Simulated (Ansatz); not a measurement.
Name a neutral molecule of C, Cl, I, In and H with LUMO energy (PBE0/def2-TZVPP) between -1.90 and -1.60 eV and HOMO–LUMO gap (PBE/def2-TZVPP) between 3.75 and 4.05 eV (Ansatz, PBE0-D4/def2-TZVP geometry).

`[CH3][In]([Cl])[I]` (-1.79 eV, 3.90 eV). Other molecules can fit too; these were computed, each in one conformer that needn't be the lowest.
